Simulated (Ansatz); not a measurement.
Total energies of BCl2(NH2) (BNCl2H2) from Ansatz at PBE-D4/def2-TZVP, gas phase (1 Eh = 27.2114 eV = 2625.5 kJ/mol). The reference geometry is relaxed at PBE-D4/def2-TZVP.

```xyz
6

B    -0.118    0.292    0.488
Cl    1.125    0.481    1.735
Cl   -1.722    0.999    0.738
N     0.165   -0.409   -0.683
H    -0.522   -0.537   -1.418
H     1.071   -0.826   -0.860
```

```tsv
state	geometry	energy (Eh)
charge 0 singlet	reference	-1000.92531
charge 1 doublet	reference	-1000.54373
charge 1 doublet	relaxed at PBE-D4/def2-TZVP	-1000.54980
free B atom (doublet)	–	-24.61008
free Cl atom (doublet)	–	-459.95840
free N atom (quartet)	–	-54.53214
free H atom (doublet)	–	-0.49962
```

Task: Work out the vertical ionisation energy to the doublet.

Result: E(charge 1 doublet) − E(charge 0 singlet) = -1000.54373 − (-1000.92531) = 0.38158 Eh = 10.38 eV. For comparison, −ε of the highest occupied level is 7.15 eV at this level, 3.23 eV less.

Task: How much does the charge 1 doublet relax, and what is the adiabatic ionisation energy?

Result: Relaxation: -1000.54373 − (-1000.54980) = 0.00607 Eh = 0.17 eV. Adiabatic ionisation energy: 0.37551 Eh = 10.22 eV, without zero-point energy. 

Task: What is the binding energy per atom against free atoms?

Result: Atoms: 1 × (-24.61008) + 2 × (-459.95840) + 1 × (-54.53214) + 2 × (-0.49962) = -1000.05826 Eh. Binding: -1000.05826 − (-1000.92531) = 0.86705 Eh = 23.59 eV, or 3.93 eV for each of 6 atoms (no zero-point energy, no counterpoise term).

At PBE-D4/def2-TZVP the gap within one spin of the charge 1 doublet nearly closes, so an electron or hole may be smeared out by delocalisation error.
